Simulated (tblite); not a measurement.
Compound: C₈H₁₃N.
Atom-mapped SMILES: `[CH:1]#[C:2][CH2:3]/[C:4](=[N:5]\[CH3:6])[CH:7]([CH3:8])[CH3:9]` (hydrogens: H10 on C1; H11, H12 on C3; H13, H14, H15 on C6; H16 on C7; H17, H18, H19 on C8; H20, H21, H22 on C9)

Computed with GFN2-xTB (tblite), gas phase: L-BFGS steps from a force-field or distance-geometry start until the largest atomic force falls under 0.01 eV/Å.

At the end of the run (lengths in Å): C4=N5 1.258, C9–H21 1.088, C7–H16 1.094, C3–H11 1.091, C6–H13 1.090, C3–C4 1.522, C7–C9 1.529, C3–C4–C7 117.5°, C3–C4–N5 125.2°, C2–C3–C4 109.6°, C8–C7–C9 111.2°, C2–C3–C4–N5 -76°, C3–C4–N5–C6 0°, C3–C4–C7–C8 66°, H11–C3–C4–N5 163°, H16–C7–C9–H20 -178°.

**Question.** These geometries were met on the way; a selection of coordinates is given. Order them by energy above the end point, lowest first.
A. C4=N5 1.317, C9–H21 1.138, C7–H16 1.144, C3–H11 1.136, C6–H13 1.132, C3–C4 1.483, C7–C9 1.493, C3–C4–C7 123.8°, C3–C4–N5 119.0°, C2–C3–C4 110.8°, C8–C7–C9 113.9°, C2–C3–C4–N5 -121°, C3–C4–N5–C6 -1°, C3–C4–C7–C8 60°, H11–C3–C4–N5 119°, H16–C7–C9–H20 -142°
B. C4=N5 1.257, C9–H21 1.088, C7–H16 1.095, C3–H11 1.095, C6–H13 1.088, C3–C4 1.525, C7–C9 1.540, C3–C4–C7 120.6°, C3–C4–N5 124.4°, C2–C3–C4 112.5°, C8–C7–C9 111.0°, C2–C3–C4–N5 -120°, C3–C4–N5–C6 1°, C3–C4–C7–C8 56°, H11–C3–C4–N5 119°, H16–C7–C9–H20 -154°
C. C4=N5 1.259, C9–H21 1.089, C7–H16 1.095, C3–H11 1.093, C6–H13 1.091, C3–C4 1.520, C7–C9 1.533, C3–C4–C7 118.1°, C3–C4–N5 126.2°, C2–C3–C4 113.5°, C8–C7–C9 111.2°, C2–C3–C4–N5 -115°, C3–C4–N5–C6 1°, C3–C4–C7–C8 55°, H11–C3–C4–N5 125°, H16–C7–C9–H20 -165°
D. C4=N5 1.230, C9–H21 1.072, C7–H16 1.076, C3–H11 1.088, C6–H13 1.077, C3–C4 1.537, C7–C9 1.558, C3–C4–C7 121.0°, C3–C4–N5 122.3°, C2–C3–C4 110.9°, C8–C7–C9 111.9°, C2–C3–C4–N5 -119°, C3–C4–N5–C6 0°, C3–C4–C7–C8 58°, H11–C3–C4–N5 117°, H16–C7–C9–H20 -144°
E. C4=N5 1.254, C9–H21 1.085, C7–H16 1.092, C3–H11 1.094, C6–H13 1.085, C3–C4 1.524, C7–C9 1.536, C3–C4–C7 121.0°, C3–C4–N5 122.3°, C2–C3–C4 111.7°, C8–C7–C9 111.9°, C2–C3–C4–N5 -119°, C3–C4–N5–C6 0°, C3–C4–C7–C8 58°, H11–C3–C4–N5 117°, H16–C7–C9–H20 -145°

**Answer.** C (0.096 eV), B (0.156 eV), E (0.256 eV), D (0.450 eV), A (0.777 eV).

| step | E above end (eV) | rms distance from the end, all atoms (Å) | largest force (eV/Å) | rms shift of all bonds from the end (Å) |
| --- | --- | --- | --- | --- |
| 34 | 0.096 | 0.635 | 0.109 | 0.002 |
| 13 | 0.156 | 0.665 | 0.283 | 0.004 |
| 5 | 0.256 | 0.673 | 0.515 | 0.004 |
| 2 | 0.450 | 0.675 | 3.983 | 0.016 |
| 0 | 0.777 | 0.679 | 3.888 | 0.031 |

Rows stand in the order of the answer.
